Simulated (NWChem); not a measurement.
System: 1,3,5-triazine (C₃H₃N₃); SMILES c1ncncn1

Here is an NWChem input.

```
start job
memory heap 200 mb stack 900 mb global 1100 mb
geometry units angstroms noautoz
  C     -0.382731    -1.236626     0.000000
  N     -1.341645    -0.304881     0.000000
  C     -0.879584     0.949768     0.000000
  N      0.406788     1.314340     0.000000
  C      1.262315     0.286858     0.000000
  N      0.934858    -1.009458     0.000000
  H     -0.704452    -2.276689     0.000000
  H     -1.619444     1.748418     0.000000
  H      2.323896     0.528271     0.000000
end
basis spherical
  C library aug-cc-pvdz
  N library aug-cc-pvdz
  H library aug-cc-pvdz
end
dft
  xc hfexch
  iterations 150
  mulliken
end
task dft energy
```

NWChem printed, in part:

```
             Northwest Computational Chemistry Package (NWChem) 7.3.0
             --------------------------------------------------------

 D3H symmetry detected

                             Geometry "geometry" -> ""
                             -------------------------

 Output coordinates in angstroms (scale by  1.889725989 to convert to a.u.)

  No.       Tag          Charge          X              Y              Z
 ---- ---------------- ---------- -------------- -------------- --------------
    1 C                    6.0000     0.91534882     0.91534882     0.00000000
    2 N                    7.0000     1.32896965    -0.35609634     0.00000000
    3 C                    6.0000     0.33504092    -1.25038975     0.00000000
    4 N                    7.0000    -0.97287330    -0.97287330     0.00000000
    5 C                    6.0000    -1.25038975     0.33504092     0.00000000
    6 N                    7.0000    -0.35609634     1.32896965     0.00000000
    7 H                    1.0000     1.68516530     1.68516530     0.00000000
    8 H                    1.0000     0.61681331    -2.30197861     0.00000000
    9 H                    1.0000    -2.30197861     0.61681331     0.00000000

 Effective nuclear repulsion energy (a.u.)     211.5512752715

      Symmetry information
      --------------------

 Group name             D3h
 Group number             27
 Group order              12
 No. of unique centers     3

  xc_inp: hfexch multiplicative factor not found.

                                 NWChem DFT Module
                                 -----------------

 Summary of "ao basis" -> "ao basis" (spherical)
 ------------------------------------------------------------------------------
       Tag                 Description            Shells   Functions and Types
 ---------------- ------------------------------  ------  ---------------------
 C                        aug-cc-pvdz                9       23   4s3p2d
 N                        aug-cc-pvdz                9       23   4s3p2d
 H                        aug-cc-pvdz                5        9   3s2p

      Symmetry analysis of basis
      --------------------------

        a1'        27
        a1"         4
        a2'        12
        a2"        12
        e'         78
        e"         32

  Rotation of axis

            General Information
            -------------------
          SCF calculation type: DFT
          Wavefunction type:  closed shell.
          No. of atoms     :     9
          No. of electrons :    42
           Alpha electrons :    21
            Beta electrons :    21
          Charge           :     0
          Spin multiplicity:     1
          Use of symmetry is: on ; symmetry adaption is: on
          Maximum number of iterations: 150
          AO basis - number of functions:   165
                     number of shells:    69
          Convergence on energy requested:  1.00D-06
          Convergence on density requested:  1.00D-05
          Convergence on gradient requested:  5.00D-04

              XC Information
              --------------
                     Hartree-Fock (Exact) Exchange  1.000

      Superposition of Atomic Density Guess
      -------------------------------------

 Sum of atomic energies:        -277.40720426

      Non-variational initial energy
      ------------------------------

 Total energy =    -281.062048
 1-e energy   =    -793.636987
 2-e energy   =     301.023664
 HOMO         =      -0.319137
 LUMO         =      -0.039245

      Symmetry analysis of molecular orbitals - initial
      -------------------------------------------------

  Numbering of irreducible representations:

     1 a1'         2 a1"         3 a2'         4 a2"         5 e'
     6 e"

  Orbital symmetries:

     1 a1'         2 e'          3 e'          4 a1'         5 e'
     6 e'          7 a1'         8 e'          9 e'         10 e'
    11 e'         12 a1'        13 a2'        14 a2"        15 a1'
    16 e'         17 e'         18 e"         19 e"         20 e'
    21 e'         22 e"         23 e"         24 a1'        25 e'
    26 e'         27 a2"        28 e'         29 e'         30 a1'
    31 a2'

     ---------------------------------------------
      Total Density - Mulliken Population Analysis
     ---------------------------------------------

    Atom       Charge   Shell Charges
 -----------   ------   -------------------------------------------------------
    1 C    6     5.03   2.01  0.72  0.26  0.08  1.67  0.34 -0.01  0.13 -0.16
    2 N    7     7.73   2.00  0.83  0.92 -0.00  2.41  1.52 -0.04  0.03  0.06
    3 C    6     5.03   2.01  0.72  0.26  0.08  1.67  0.34 -0.01  0.13 -0.16
    4 N    7     7.73   2.00  0.83  0.92 -0.00  2.41  1.52 -0.04  0.03  0.06
    5 C    6     5.03   2.01  0.72  0.26  0.08  1.67  0.34 -0.01  0.13 -0.16
    6 N    7     7.73   2.00  0.83  0.92 -0.00  2.41  1.52 -0.04  0.03  0.06
    7 H    1     1.24   0.72  0.47  0.01  0.02  0.01
    8 H    1     1.24   0.72  0.47  0.01  0.02  0.01
    9 H    1     1.24   0.72  0.47  0.01  0.02  0.01

   convergence    iter        energy       DeltaE   RMS-Dens  Diis-err
 ---------------- ----- ----------------- --------- --------- ---------
 d= 0,ls=0.0,diis     1   -278.6271231274 -4.90D+02  4.88D-03  7.33D-01
 d= 0,ls=0.0,diis     2   -278.7133202073 -8.62D-02  1.81D-03  1.63D-01
 d= 0,ls=0.0,diis     3   -278.7303129443 -1.70D-02  8.09D-04  7.09D-03
 d= 0,ls=0.0,diis     4   -278.7317541041 -1.44D-03  1.21D-04  2.11D-04
 d= 0,ls=0.0,diis     5   -278.7318001256 -4.60D-05  4.69D-05  2.85D-05
  Resetting Diis
 d= 0,ls=0.0,diis     6   -278.7318097573 -9.63D-06  2.79D-05  6.20D-06
 d= 0,ls=0.0,diis     7   -278.7318125075 -2.75D-06  7.63D-06  9.13D-07
 d= 0,ls=0.0,diis     8   -278.7318128893 -3.82D-07  7.84D-06  2.92D-07

[...]
```

Level: Hartree-Fock/aug-cc-pVDZ. The geometry was optimised at B3LYP/6-31G* (spherical d).
